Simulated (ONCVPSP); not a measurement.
Which change was made? (Ca, ONCV)

- Element: Ca
- Generator: ONCVPSP 4.0.1
- Type: optimised norm-conserving Vanderbilt (ONCV)
- Functional: LDA (Perdew-Wang 92)
- Relativity: scalar-relativistic
- Frozen core: [Ne]
- Valence charge: 10
- Reference configuration: 3s2 3p6 4s2
- Partial waves: 3s+4s: rc 1.95 bohr, ncon 3, nbas 7, qcut 5.2 1/bohr, 2 projectors; 3p: rc 1.45 bohr, ncon 5, nbas 8, qcut 9.7 1/bohr, 2 projectors, debl 3.2 Ha; d scattering state at 0.07 Ha: rc 1.95 bohr, ncon 3, nbas 7, qcut 4.3 1/bohr, 3 projectors, debl 2 Ha
- Local potential: polynomial inside 1.20 bohr (lpopt 5, dvloc0 0 Ha)
- Core correction: none

In the d channel the program set the typed energies aside and used -0.078, 1.922, 3.922 Ha.

Cutoffs, loose and tight: the cutoffs (Ha) at which the residual kinetic energy of the hardest occupied pseudo-wave falls to 1 and 0.1 mHa per electron. They do not see the model core or the augmentation charge, which bear on the density cutoff. Test errors are all-electron minus pseudo excitation energies from the reference, over the configurations 3s2 3p6 4s1; 3s2 3p6 4s0; 3s2 3p6 4s1.5; 3s2 3p6 3d0.5 4s1.5; variants that change the core or the reference have their own tests.

The base gives: outcome: generated, projector energies reset by the program; cutoff, loose: 28 Ha; cutoff, tight: 37 Ha; bound ghosts: none; GHOST(+) flags above zero: d; largest test error (meV): +14.

(1) After one change the result is: outcome: generated, projector energies reset by the program; cutoff, loose: 30 Ha; cutoff, tight: 57 Ha; bound ghosts: none; GHOST(+) flags above zero: d; largest test error (meV): +7.6. Which change was it?
A. all radii scaled by about 0.78 (s 1.52, p 1.12, d 1.52 bohr); local potential polynomial inside 0.94 bohr (lpopt 5, dvloc0 0 Ha)
B. all radii scaled by about 1.30 (s 2.54, p 1.88, d 2.54 bohr); local potential polynomial inside 1.56 bohr (lpopt 5, dvloc0 0 Ha)
C. all radii scaled by about 1.12 (s 2.18, p 1.62, d 2.18 bohr); local potential polynomial inside 1.34 bohr (lpopt 5, dvloc0 0 Ha)

Answers

(1) A. The others give: all radii scaled by about 1.12 (s 2.18, p 1.62, d 2.18 bohr); local potential polynomial inside 1.34 bohr (lpopt 5, dvloc0 0 Ha) → outcome: generated, projector energies reset by the program; cutoff, loose: 22 Ha; cutoff, tight: 33 Ha; bound ghosts: none; GHOST(+) flags above zero: d; largest test error (meV): +18 | all radii scaled by about 1.30 (s 2.54, p 1.88, d 2.54 bohr); local potential polynomial inside 1.56 bohr (lpopt 5, dvloc0 0 Ha) → outcome: generated, projector energies reset by the program; cutoff, loose: 14 Ha; cutoff, tight: 27 Ha; bound ghosts: none; GHOST(+) flags above zero: none; largest test error (meV): +27.
